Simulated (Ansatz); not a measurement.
Reaction (redistribution): `CC[SiH](F)[AlH2]` + `CB(F)[SiH2]O` → `CB(F)[SiH2][AlH2]` + `CC[SiH](O)F`

Gas-phase electronic energies from Ansatz, PBE0-D4/def2-TZVP geometries. CCSD(T)/CBS adds triple-zeta CCSD(T) − MP2 to the extrapolated MP2 energy (def2 sets, frozen cores). One conformer a species, not always the lowest.

```csv
species,CCSD(T)/CBS(def2) energy (Eh)
`CC[SiH](F)[AlH2]`,-711.85364
`CB(F)[SiH2]O`,-530.59780
`CB(F)[SiH2][AlH2]`,-697.97710
`CC[SiH](O)F`,-544.49944
```

**Question.** Work out ΔE.

**Answer.** ΔE = (-697.97710) + (-544.49944) − (-711.85364) − (-530.59780) = -0.02510 Eh = -65.9 kJ/mol.

Largest T1 diagnostic among the species: 0.014.

In def2-TZVPP, CCSD(T) changes the Hartree–Fock value by −8.6 kJ/mol (the triples alone add −1.6 kJ/mol) and MP2 by −9.1 kJ/mol.
